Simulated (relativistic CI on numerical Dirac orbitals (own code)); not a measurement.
# Br7+: sensitivity of the levels to the model

Base calculation: Dirac-Coulomb-Breit CI, separate exchange-only KLI orbitals for each configuration, model QED, unscaled Slater integrals.

Configuration list (outside the closed core [Ar]): 3d10, 3d9 4s, 3d9 4p, 3d8 4s2, 3d9 4d, 3d8 4s 4p, 3d9 5s, 3d8 4p2, 3d9 5p, 3d9 4f, 3d8 4s 4d, 3d9 5d, 3d8 4p 4d, 3d9 5f, 3d9 5g, 3d8 4d2. Levels of other configurations are missing.

Variants: (1) configuration mixing switched off. Shifts of the energy above 3d10 1S_0, in cm⁻¹, for the lowest level and the first level of each name with at least 55 % of one term (blank where a level changes its place among those of its configuration and J or its character, or is not in the variant):

| Level | Base | Δ(1) |
| --- | --- | --- |
| 3d10 1S_0 | 0 | 0 |
| 3d9 4s 3D_3 | 554885 | -2151 |
| 3d9 4s 3D_2 | 557647 | -2097 |
| 3d9 4s 3D_1 | 563356 | -2134 |
| 3d9 4s 1D_2 | 567300 | -1968 |
| 3d9 4p 3P°_2 | 687191 | -2402 |
| 3d9 4p 3F°_3 | 692496 | -2259 |
| 3d9 4p 3P°_1 | 695712 | -2388 |
| 3d9 4p 3F°_4 | 698278 | -2378 |
| 3d9 4p 3F°_2 | 698503 | -2365 |
| 3d9 4p 3P°_0 | 700808 | -2392 |
| 3d9 4p 1D°_2 | 706573 | -2196 |
| 3d9 4p 1P°_1 | 710525 | -1836 |
| 3d9 4p 3D°_1 | 714337 | -2028 |

At this charge configurations can still be misplaced by up to about 7 % of their energy.

Ionisation energy from the two ground configurations alone: base 190.68 eV. The NIST ASD value (measured) is 192.61 eV.

LS names give the leading component of a level, which can be under half, so a name can repeat, a term be missing and a line seem to break the LS rules.
